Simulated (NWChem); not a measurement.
System: BeSiH$_{4}$O; SMILES [SiH3][O][BeH]

Here is an NWChem input.

```
start job
memory heap 200 mb stack 900 mb global 1100 mb
geometry units angstroms noautosym nocenter noautoz
  Be    -0.038030    -2.133734     0.009149
  H     -0.049761    -3.462201     0.014106
  O     -0.026798    -0.726055     0.003105
  Si    -0.012947     0.919300    -0.001777
  H     -0.644670     1.435676    -1.245465
  H      1.385504     1.421391     0.067099
  H     -0.766480     1.443403     1.168713
end
basis spherical
  * library def2-tzvp
end
dft
  xc pbe0
  iterations 150
end
tddft
  cis
  ecut -63.0
  nroots 6
  notriplet
end
task tddft energy
```

NWChem printed, in part:

```
             Northwest Computational Chemistry Package (NWChem) 7.3.0
             --------------------------------------------------------

                             Geometry "geometry" -> ""
                             -------------------------

 Output coordinates in angstroms (scale by  1.889725989 to convert to a.u.)

  No.       Tag          Charge          X              Y              Z
 ---- ---------------- ---------- -------------- -------------- --------------
    1 Be                   4.0000    -0.03803000    -2.13373400     0.00914900
    2 H                    1.0000    -0.04976100    -3.46220100     0.01410600
    3 O                    8.0000    -0.02679800    -0.72605500     0.00310500
    4 Si                  14.0000    -0.01294700     0.91930000    -0.00177700
    5 H                    1.0000    -0.64467000     1.43567600    -1.24546500
    6 H                    1.0000     1.38550400     1.42139100     0.06709900
    7 H                    1.0000    -0.76648000     1.44340300     1.16871300

 Effective nuclear repulsion energy (a.u.)      85.0933213362

                                 NWChem DFT Module
                                 -----------------

 Summary of "ao basis" -> "ao basis" (spherical)
 ------------------------------------------------------------------------------
       Tag                 Description            Shells   Functions and Types
 ---------------- ------------------------------  ------  ---------------------
 Be                        def2-tzvp                 9       19   5s3p1d
 H                         def2-tzvp                 4        6   3s1p
 O                         def2-tzvp                11       31   5s3p2d1f
 Si                        def2-tzvp                13       37   5s5p2d1f

            General Information
            -------------------
          SCF calculation type: DFT
          Wavefunction type:  closed shell.
          No. of atoms     :     7
          No. of electrons :    30
           Alpha electrons :    15
            Beta electrons :    15
          Charge           :     0
          Spin multiplicity:     1
          Use of symmetry is: off; symmetry adaption is: off
          Maximum number of iterations: 150
          AO basis - number of functions:   111
                     number of shells:    49
          Convergence on energy requested:  1.00D-06
          Convergence on density requested:  1.00D-05
          Convergence on gradient requested:  5.00D-04

              XC Information
              --------------
                         PBE0 Method XC Functional
                     Hartree-Fock (Exact) Exchange  0.250
          PerdewBurkeErnzerhof Exchange Functional  0.750
            Perdew 1991 LDA Correlation Functional  1.000 local
           PerdewBurkeErnz. Correlation Functional  1.000 non-local

             Grid Information
             ----------------
          Grid used for XC integration:  medium
          Radial quadrature: Mura-Knowles
          Angular quadrature: Lebedev.
          Tag              B.-S. Rad. Rad. Pts. Rad. Cut. Ang. Pts.
          ---              ---------- --------- --------- ---------
          Be                  1.05       49          11.0       434
          H                   0.35       45          13.0       434
          O                   0.60       49           9.0       434
          Si                  1.10       88          12.0       590
          Grid pruning is: on
          Number of quadrature shells:   366
          Spatial weights used:  Erf1

      Superposition of Atomic Density Guess
      -------------------------------------

 Sum of atomic energies:        -380.19153442

      Non-variational initial energy
      ------------------------------

 Total energy =    -380.934995
 1-e energy   =    -693.157865
 2-e energy   =     227.129549
 HOMO         =      -0.403837
 LUMO         =      -0.004939

   convergence    iter        energy       DeltaE   RMS-Dens  Diis-err
 ---------------- ----- ----------------- --------- --------- ---------
 d= 0,ls=0.0,diis     1   -381.6702710823 -4.67D+02  9.13D-03  8.89D-01
 d= 0,ls=0.0,diis     2   -381.5395265230  1.31D-01  5.41D-03  2.32D+00
 d= 0,ls=0.0,diis     3   -381.7584565183 -2.19D-01  7.48D-04  2.57D-02
 d= 0,ls=0.0,diis     4   -381.7607145663 -2.26D-03  2.39D-04  1.16D-03
 d= 0,ls=0.0,diis     5   -381.7608576659 -1.43D-04  4.60D-05  6.31D-05
  Resetting Diis
 d= 0,ls=0.0,diis     6   -381.7608643443 -6.68D-06  4.99D-06  3.28D-07
 d= 0,ls=0.0,diis     7   -381.7608643961 -5.18D-08  9.01D-07  8.53D-09

         Total DFT energy =     -381.760864396076
      One electron energy =     -696.128667575052
           Coulomb energy =      262.987814175837
    Exchange-Corr. energy =      -33.713332333099
 Nuclear repulsion energy =       85.093321336239

 Numeric. integr. density =       30.000006583601

                       DFT Final Molecular Orbital Analysis
                       ------------------------------------

 Vector   13  Occ=2.000000D+00  E=-3.413366D-01
              MO Center= -4.7D-02, -3.2D+00,  1.3D-02, r^2= 1.1D+00
   Bfn.  Coefficient  Atom+Function         Bfn.  Coefficient  Atom+Function
  ----- ------------  ---------------      ----- ------------  ---------------
     7      0.342776  1 Be py                21      0.299022  2 H  s
    20      0.184053  2 H  s                 22      0.176550  2 H  s
     3      0.146827  1 Be s                 38     -0.132410  3 O  py
     2     -0.117496  1 Be s                 30      0.085524  3 O  s
     4      0.082783  1 Be s                  1     -0.071710  1 Be s

 Vector   14  Occ=2.000000D+00  E=-3.304529D-01
              MO Center= -5.8D-02,  5.9D-01, -3.3D-01, r^2= 2.8D+00
   Bfn.  Coefficient  Atom+Function         Bfn.  Coefficient  Atom+Function
  ----- ------------  ---------------      ----- ------------  ---------------
    33      0.221623  3 O  pz                95      0.219043  5 H  s
    36      0.197245  3 O  pz                73     -0.169179  4 Si pz
    31      0.167413  3 O  px                96      0.166414  5 H  s
    34      0.148997  3 O  px               101     -0.142850  6 H  s
    94      0.136957  5 H  s                 71     -0.127739  4 Si px

 Vector   15  Occ=2.000000D+00  E=-3.304438D-01
              MO Center=  2.7D-02,  5.9D-01,  3.3D-01, r^2= 2.8D+00
   Bfn.  Coefficient  Atom+Function         Bfn.  Coefficient  Atom+Function
  ----- ------------  ---------------      ----- ------------  ---------------
    31      0.221683  3 O  px               107      0.208932  7 H  s
    34      0.197298  3 O  px               101     -0.170501  6 H  s
    71     -0.169149  4 Si px                33     -0.167367  3 O  pz
   108      0.158743  7 H  s                 36     -0.148957  3 O  pz
   106      0.130634  7 H  s                102     -0.129555  6 H  s

 Vector   16  Occ=0.000000D+00  E=-3.077601D-03
              MO Center= -2.0D-02, -3.8D-01,  5.6D-03, r^2= 7.8D+00
   Bfn.  Coefficient  Atom+Function         Bfn.  Coefficient  Atom+Function
  ----- ------------  ---------------      ----- ------------  ---------------
     5      0.975485  1 Be s                 75     -0.550347  4 Si py
    61     -0.436698  4 Si s                 30     -0.362709  3 O  s
     4     -0.310268  1 Be s                 22     -0.218348  2 H  s
     3      0.201005  1 Be s                102      0.195243  6 H  s
    96      0.193502  5 H  s                108      0.194332  7 H  s

[...]

                                NWChem TDDFT Module
                                -------------------

            General Information
            -------------------
           No. of orbitals :     222
            Alpha orbitals :     111
             Beta orbitals :     111
        Alpha frozen cores :       0
         Beta frozen cores :       0
     Alpha frozen virtuals :       0
      Beta frozen virtuals :       0
         Spin multiplicity :       1
    Number of AO functions :     111
        Use of symmetry is : off
      Symmetry adaption is : off
         Schwarz screening :  0.10D-07

              XC Information
              --------------
                  PBE0 Method XC Functional
              Hartree-Fock (Exact) Exchange   0.25
   PerdewBurkeErnzerhof Exchange Functional   0.75
     Perdew 1991 LDA Correlation Functional   1.00 local
    PerdewBurkeErnz. Correlation Functional   1.00 non-local

             TDDFT Information
             -----------------
          Calculation type : Tamm-Dancoff TDDFT
         Wavefunction type : Restricted singlets
          No. of electrons :      30
           Alpha electrons :      15
            Beta electrons :      15
              No. of roots :       6
          Max subspacesize :    5200
            Max iterations :     100
               Target root :       1
           Target symmetry : none
             Energy Cutoff :-0.63D+02
      Symmetry restriction : off
                 Algorithm : Optimal
        Davidson threshold :  0.10D-03

    6 smallest eigenvalue differences (eV)
--------------------------------------------------------
  No. Spin  Occ  Vir  Irrep   E(Occ)    E(Vir)   E(Diff)
--------------------------------------------------------
    1    1    1   16 a       -66.263    -0.003  1803.014
    2    1    1   17 a       -66.263     0.011  1803.406
    3    1    1   18 a       -66.263     0.011  1803.406
    4    1    1   19 a       -66.263     0.043  1804.272
    5    1    1   20 a       -66.263     0.067  1804.933
    6    1    1   21 a       -66.263     0.067  1804.933
--------------------------------------------------------

  Entering Davidson iterations
  Restricted singlet excited states

  Iter   NTrls   NConv    DeltaV     DeltaE      Time
  ----  ------  ------  ---------  ---------  ---------
    1      6       0     0.44E-01   0.10+100       43.7
    2     12       0     0.13E-01   0.67E-02       49.8
    3     18       0     0.56E-02   0.13E-02       41.7
    4     24       5     0.79E-03   0.33E-04       40.8
    5     25       4     0.13E-03   0.15E-06       36.9
    6     27       6     0.60E-04   0.75E-09       31.4
  ----  ------  ------  ---------  ---------  ---------
  Convergence criterion met

  Ground state a        -381.760864396076 a.u.

  ----------------------------------------------------------------------------
  Root   1 singlet a             66.182637821 a.u.             1800.9220 eV
  ----------------------------------------------------------------------------
     Transition Moments    X  0.00007   Y  0.00758   Z -0.00002
     Dipole Oscillator Strength                    0.0025348795
     Electric Quadrupole                           0.0003383947
     Magnetic Dipole                               0.0000002520
     Total Oscillator Strength                     0.0028735261

     Occ.    1  a   ---  Virt.   16  a       -0.91683
     Occ.    1  a   ---  Virt.   19  a        0.34937
     Occ.    1  a   ---  Virt.   22  a        0.13247
     Occ.    1  a   ---  Virt.   23  a        0.05596
     Occ.    1  a   ---  Virt.   29  a       -0.12107
  ----------------------------------------------------------------------------
  Root   2 singlet a             66.227839694 a.u.             1802.1520 eV
  ----------------------------------------------------------------------------
     Transition Moments    X  0.00424   Y -0.00005   Z -0.00356
     Dipole Oscillator Strength                    0.0013532499
     Electric Quadrupole                           0.0001463644
     Magnetic Dipole                               0.0002418674
     Total Oscillator Strength                     0.0017414818

     Occ.    1  a   ---  Virt.   17  a       -0.90048
     Occ.    1  a   ---  Virt.   18  a        0.05889
     Occ.    1  a   ---  Virt.   20  a       -0.30699
     Occ.    1  a   ---  Virt.   21  a        0.27458
     Occ.    1  a   ---  Virt.   24  a        0.07634
     Occ.    1  a   ---  Virt.   25  a       -0.05267
     Occ.    1  a   ---  Virt.   34  a        0.05450
  ----------------------------------------------------------------------------
  Root   3 singlet a             66.227865446 a.u.             1802.1527 eV
  ----------------------------------------------------------------------------
     Transition Moments    X -0.00356   Y  0.00003   Z -0.00424
     Dipole Oscillator Strength                    0.0013517195
     Electric Quadrupole                           0.0001461920
     Magnetic Dipole                               0.0002416171
     Total Oscillator Strength                     0.0017395286

     Occ.    1  a   ---  Virt.   17  a        0.05901
     Occ.    1  a   ---  Virt.   18  a        0.90058
     Occ.    1  a   ---  Virt.   20  a       -0.27461
     Occ.    1  a   ---  Virt.   21  a       -0.30666
     Occ.    1  a   ---  Virt.   24  a       -0.05262
     Occ.    1  a   ---  Virt.   25  a       -0.07634
     Occ.    1  a   ---  Virt.   33  a        0.05451
  ----------------------------------------------------------------------------
  Root   4 singlet a             66.245583491 a.u.             1802.6348 eV
  ----------------------------------------------------------------------------
     Transition Moments    X -0.00002   Y  0.00048   Z -0.00004
     Dipole Oscillator Strength                    0.0000103960
     Electric Quadrupole                           0.0000002762
     Magnetic Dipole                               0.0000000178
     Total Oscillator Strength                     0.0000106900

     Occ.    1  a   ---  Virt.   16  a       -0.26446
     Occ.    1  a   ---  Virt.   19  a       -0.82565
     Occ.    1  a   ---  Virt.   22  a        0.46153
     Occ.    1  a   ---  Virt.   23  a       -0.15398
     Occ.    1  a   ---  Virt.   26  a       -0.05589
     Occ.    1  a   ---  Virt.   29  a        0.05116
  ----------------------------------------------------------------------------
  Root   5 singlet a             66.249736180 a.u.             1802.7478 eV
  ----------------------------------------------------------------------------
     Transition Moments    X -0.00190   Y -0.00001   Z -0.00486
     Dipole Oscillator Strength                    0.0012035840
     Electric Quadrupole                           0.0001258645
     Magnetic Dipole                               0.0002174999
     Total Oscillator Strength                     0.0015469484

     Occ.    1  a   ---  Virt.   17  a        0.10954
     Occ.    1  a   ---  Virt.   18  a       -0.41031
     Occ.    1  a   ---  Virt.   20  a       -0.77900
     Occ.    1  a   ---  Virt.   21  a       -0.44086
     Occ.    1  a   ---  Virt.   25  a       -0.09657
     Occ.    1  a   ---  Virt.   33  a        0.06647
  ----------------------------------------------------------------------------
  Root   6 singlet a             66.249761389 a.u.             1802.7485 eV
  ----------------------------------------------------------------------------
     Transition Moments    X  0.00486   Y -0.00004   Z -0.00190
     Dipole Oscillator Strength                    0.0012019350
     Electric Quadrupole                           0.0001256097
     Magnetic Dipole                               0.0002171202
     Total Oscillator Strength                     0.0015446650

     Occ.    1  a   ---  Virt.   17  a        0.41043
     Occ.    1  a   ---  Virt.   18  a        0.10922
     Occ.    1  a   ---  Virt.   20  a       -0.44075
     Occ.    1  a   ---  Virt.   21  a        0.77909
     Occ.    1  a   ---  Virt.   24  a        0.09652
     Occ.    1  a   ---  Virt.   34  a        0.06645

              Target root =      1
          Target symmetry = none
      Ground state energy =   -381.760864396076
        Excitation energy =     66.182637821173
     Excited state energy =   -315.578226574903

  stored tddft:energy   -315.57822657490283
```

Level: PBE0/def2-TZVP, restricted-window TDA. Structure relaxed at the B3LYP/6-31G* (spherical d) level. The quadrupole and magnetic terms of the printed total strengths depend on the origin.
